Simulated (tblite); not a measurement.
Species: C4H14B2O2Si.
Atom-mapped SMILES: `[CH3:1][BH:2][O:3][BH:4][O:5][Si:6]([CH3:7])([CH3:8])[CH3:9]` (hydrogens: H10, H11, H12 on C1; H13 on B2; H14 on B4; H15, H16, H17 on C7; H18, H19, H20 on C8; H21, H22, H23 on C9)

Computed with GFN2-xTB (tblite), gas phase: L-BFGS steps from a force-field or distance-geometry start until the largest atomic force falls under 0.01 eV/Å.

Step 40: E = -767.4943 eV
```
atom  x, y, z in Å  |  force x, y, z in eV/Å
C1      3.1164   -1.5086   -1.6011   -0.083  -0.039   0.065
B2      3.0681   -1.2481   -0.0343    0.170   0.110   0.156
O3      2.5316   -0.1592    0.4868   -0.096  -0.197  -0.016
B4      1.5545    0.7155    0.6676    0.060   0.017  -0.021
O5      0.3239    0.4531    0.2066    0.047  -0.059   0.152
Si6    -1.2919    0.4891    0.3498   -0.017   0.051  -0.007
C7     -1.8904   -1.3195    0.4080   -0.021  -0.003   0.014
C8     -1.8183    1.5260    1.8629   -0.007   0.021   0.051
C9     -2.0034    1.3593   -1.1891    0.007   0.010  -0.019
H10     2.6410   -2.4630   -1.8191    0.018  -0.049  -0.008
H11     2.5679   -0.7447   -2.1450    0.161   0.033  -0.113
H12     4.1357   -1.5836   -1.9783   -0.107   0.105  -0.026
H13     3.5751   -2.0142    0.7193   -0.120   0.018  -0.069
H14     1.7801    1.7058    1.2748    0.017   0.041  -0.110
H15    -1.6347   -1.8352   -0.5149   -0.039   0.012   0.033
H16    -1.4570   -1.8924    1.2247   -0.023   0.086  -0.005
H17    -2.9708   -1.3460    0.5159    0.024  -0.089  -0.002
H18    -1.5133    2.5599    1.7181   -0.017   0.001   0.029
H19    -2.8953    1.5224    2.0040    0.025  -0.013   0.021
H20    -1.3601    1.1878    2.7887   -0.015  -0.055  -0.039
H21    -1.6601    2.3896   -1.2510   -0.043  -0.039  -0.031
H22    -1.7134    0.8612   -2.1106   -0.047   0.023   0.023
H23    -3.0904    1.3721   -1.1389    0.105   0.014  -0.078
```

Step 41: E = -767.5016 eV
```
atom  x, y, z in Å  |  force x, y, z in eV/Å
C1      3.1152   -1.5030   -1.5988   -0.042  -0.070  -0.003
B2      3.0596   -1.2529   -0.0307    0.190   0.121   0.070
O3      2.5398   -0.1546    0.4824   -0.164  -0.118   0.022
B4      1.5661    0.7238    0.6572   -0.005   0.094   0.020
O5      0.3278    0.4493    0.2183    0.079  -0.039   0.172
Si6    -1.2896    0.4828    0.3540    0.051   0.017   0.014
C7     -1.8970   -1.3248    0.4128   -0.028   0.038  -0.007
C8     -1.8208    1.5209    1.8652   -0.006   0.011   0.009
C9     -1.9924    1.3564   -1.1864    0.010  -0.014   0.002
H10     2.6471   -2.4558   -1.8330   -0.037  -0.082   0.007
H11     2.5752   -0.7356   -2.1463    0.123   0.045  -0.075
H12     4.1333   -1.5762   -1.9778   -0.046   0.115   0.010
H13     3.5470   -2.0211    0.7283   -0.082  -0.041  -0.053
H14     1.7989    1.7317    1.2418   -0.008  -0.057  -0.160
H15    -1.6489   -1.8444   -0.5095   -0.015   0.014   0.017
H16    -1.4728   -1.9028    1.2295    0.000   0.087   0.014
H17    -2.9773   -1.3403    0.5182   -0.005  -0.088   0.009
H18    -1.5181    2.5542    1.7176    0.002   0.025   0.033
H19    -2.8972    1.5170    1.9996   -0.025  -0.016   0.028
H20    -1.3693    1.1864    2.7943    0.010  -0.066  -0.019
H21    -1.6484    2.3857   -1.2427   -0.020  -0.013  -0.047
H22    -1.7053    0.8589   -2.1079   -0.009   0.018  -0.003
H23    -3.0776    1.3715   -1.1410    0.026   0.019  -0.060
```

**Question.** Estimate the geometry and energy of step 42. (The exact step hangs on the optimiser's Hessian estimate; all steps are aligned on step 41, rigid shifts and turns removed.)

**Answer.** E = -767.5087 eV, largest force 0.199 eV/Å
```
atom  x, y, z in Å  |  force x, y, z in eV/Å
C1      3.1139   -1.4987   -1.5961    0.004  -0.058  -0.075
B2      3.0565   -1.2542   -0.0265    0.155   0.087  -0.043
O3      2.5443   -0.1528    0.4812   -0.166  -0.049   0.051
B4      1.5757    0.7311    0.6484   -0.022   0.143   0.067
O5      0.3330    0.4455    0.2323   -0.027  -0.030   0.152
Si6    -1.2875    0.4784    0.3577    0.106  -0.018   0.034
C7     -1.9034   -1.3278    0.4168   -0.006   0.071  -0.031
C8     -1.8242    1.5166    1.8673    0.005   0.009  -0.037
C9     -1.9844    1.3535   -1.1837    0.013  -0.022   0.007
H10     2.6531   -2.4510   -1.8425   -0.086  -0.095   0.026
H11     2.5852   -0.7279   -2.1502    0.064   0.041  -0.023
H12     4.1297   -1.5684   -1.9785    0.041   0.102   0.043
H13     3.5227   -2.0295    0.7326   -0.030  -0.087  -0.016
H14     1.8156    1.7522    1.2105   -0.016  -0.095  -0.174
H15    -1.6611   -1.8500   -0.5048    0.010   0.008   0.001
H16    -1.4859   -1.9077    1.2340    0.030   0.070   0.037
H17    -2.9826   -1.3383    0.5206   -0.059  -0.068   0.020
H18    -1.5227    2.5493    1.7170    0.015   0.043   0.046
H19    -2.8998    1.5130    1.9983   -0.069  -0.022   0.027
H20    -1.3772    1.1832    2.7975    0.036  -0.069   0.012
H21    -1.6388    2.3813   -1.2358    0.003   0.020  -0.061
H22    -1.6982    0.8567   -2.1045    0.026   0.005  -0.034
H23    -3.0684    1.3727   -1.1463   -0.027   0.013  -0.030
```

The energy changes by -0.0071 eV. The first-order estimate −F·Δx gives -0.0098 eV and the mean of the old and new forces, exact on a quadratic surface, -0.0071 eV. The step makes an angle of 74° with the force vector and moves no atom by more than 0.041 Å.

What follows is the cost of the whole relaxation. Time: 2.0 s wall. Hardware: Arm Neoverse V1, one thread (shared host).
